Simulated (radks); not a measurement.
Spherical quantum dot in the effective-mass picture: electrons in a hard-walled sphere of radius 6.13, with a point charge +1 (a donor) at the centre, all in effective atomic units (hartree* = m*/eps^2 hartree, bohr* = eps/m* bohr), one dielectric constant everywhere. Calculated with a radial shooting solver with Libxc functionals: non-relativistic Kohn-Sham, PBE, spin-polarised, spherical densities. Levels are named by radial order and angular momentum (1s, 1p, 1d, 2s, ...), and open shells are averaged over m.

N = 11, configuration 1s2 1p6 1d(up 2, down 0) 2s(up 1, down 0). This is the lowest configuration that the search found. Occupied and some empty levels:

level,occupation,eigenvalue (hartree*),<r> (bohr*)
1s up,1,2.0972,3.469
1s down,1,2.1353,3.796
1p up,3,2.1964,4.192
1p down,3,2.2210,4.169
2s up,1,2.3189,2.306
1d up,2,2.3231,4.361
1d down,0,2.3492,4.338
2s down,0,2.4566,2.256
1f up,0,2.4928,4.488
1f down,0,2.5211,4.471
1g up,0,2.7029,4.592
1g down,0,2.7329,4.581
2p up,0,2.7838,3.043
2p down,0,2.8232,3.176

Energy (hartree*): total 11.4911, kinetic 3.9488, external -3.5774, Hartree 13.731, exchange-correlation -2.6112.

Electron density:

r (bohr*),n(r) (e/bohr*^3)
0.317,0.1865
0.776,0.07447
1.23,0.03181
1.69,0.01619
2.15,0.01166
2.61,0.01192
3.07,0.01456
3.53,0.01791
3.98,0.02008
4.44,0.01908
4.90,0.01401
5.36,0.006563
5.82,0.001123
